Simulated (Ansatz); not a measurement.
Mulliken charges of C2H4ClNOSi, SMILES `O[SiH](Cl)C1=CN1` from PBE/def2-TZVPP in Ansatz (PBE0-D4/def2-TZVP geometry).

```tsv
atom	x (Å)	y (Å)	z (Å)	charge (e)
O1	1.113	-1.848	0.771	-0.332
Si2	-0.055	-0.756	1.076	0.562
Cl3	0.351	0.380	2.734	-0.220
C4	-0.230	0.423	-0.302	-0.106
C5	-0.221	1.534	-0.938	-0.057
N6	-0.196	0.417	-1.863	-0.327
H7	1.929	-1.540	0.374	0.199
H8	-1.284	-1.526	1.330	-0.066
H9	-0.175	2.609	-0.983	0.186
H10	-1.150	0.255	-2.197	0.162
```

**Question.** By hand: the dipole of these point charges (1 e Å = 4.8032 D).

**Answer.** Σ q r = (-0.127, 0.157, -0.110) e Å, of length 0.230 e Å = 1.10 D.

**Question.** How does the dipole of the full density compare? (Estimate.)

**Answer.** Ansatz gave: (-0.092, 0.281, -0.184) e Å, 1.67 D; the point charges give 0.66 times that, at 18° from its direction.

Point charges leave out the atoms' own dipoles, such as those of lone pairs, and Mulliken's split depends on the basis, so the two needn't agree.
